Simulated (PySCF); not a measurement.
A structure optimised at PBE-D3(BJ)/def2-SVP, used in a PySCF frequency run:

```xyz
12

Mg    -0.2977     0.0022     0.0000
N     -2.2160     0.0032     0.0000
C     -3.0294    -0.0014    -1.1967
C     -3.0294    -0.0014     1.1967
H     -3.6971    -0.9002    -1.2621
H     -3.7063     0.8903    -1.2612
H     -2.4060     0.0023    -2.1180
H     -3.7063     0.8903     1.2612
H     -3.6971    -0.9002     1.2621
H     -2.4060     0.0023     2.1180
Se     2.1444     0.0420     0.0000
H      2.1481    -1.4460     0.0000
```
Charge 0, spin multiplicity 1.

Q: Write its SMILES, formula and point group.

A: C[N](C)[Mg][SeH], C2H7MgNSe, Cs

Q: What are its rotational constants (standard atomic weights)?

A: 9.1388, 0.70153, 0.66078 GHz
